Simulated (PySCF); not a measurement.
**Iron: a sound run and one with changed settings**

Sound run: Fe⁺ [Ar] 3d6 4s1, Fe²⁺ [Ar] 3d6. Calculation: PySCF 2.14, in pcseg-2; the non-relativistic Hamiltonian (point nucleus). In the sound run the correlated levels freeze [Ar]. The sound run starts from symmetry-adapted Hartree-Fock orbitals and uses a fine grid where one is needed.

Changed run: basis STO-3G. This setting is unsound on purpose.

| species | method | sound run (hartree) | changed run (hartree) | converged |
| --- | --- | --- | --- | --- |
| Fe⁺ | UHF | -1262.19644 | -1248.57315 | yes |
| Fe⁺ | B3LYP | -1263.43307 | -1249.48693 | yes |
| Fe⁺ | M06-L | -1263.32133 | -1249.46969 | yes |
| Fe⁺ | MP2 | -1262.32012 | -1248.57347 | yes |
| Fe²⁺ | UHF | -1261.64034 | -1248.07201 | yes |
| Fe²⁺ | B3LYP | -1262.82673 | -1248.95476 | yes |
| Fe²⁺ | M06-L | -1262.74378 | -1249.00890 | yes |
| Fe²⁺ | MP2 | -1261.74353 | -1248.07228 | yes |

Ionisation energy of Fe⁺:

```json
{"method": "UHF", "sound run (eV)": "15.132", "changed run (eV)": "13.637"}
{"method": "B3LYP", "sound run (eV)": "16.499", "changed run (eV)": "14.481"}
{"method": "M06-L", "sound run (eV)": "15.716", "changed run (eV)": "12.539"}
{"method": "MP2", "sound run (eV)": "15.690", "changed run (eV)": "13.638"}
{"method": "SCS-MP2", "sound run (eV)": "15.452", "changed run (eV)": "13.638"}
```

A minimal basis cannot let orbitals breathe on ionisation and holds almost no correlation.

For comparison, NIST gives 16.199 eV between the lowest levels.
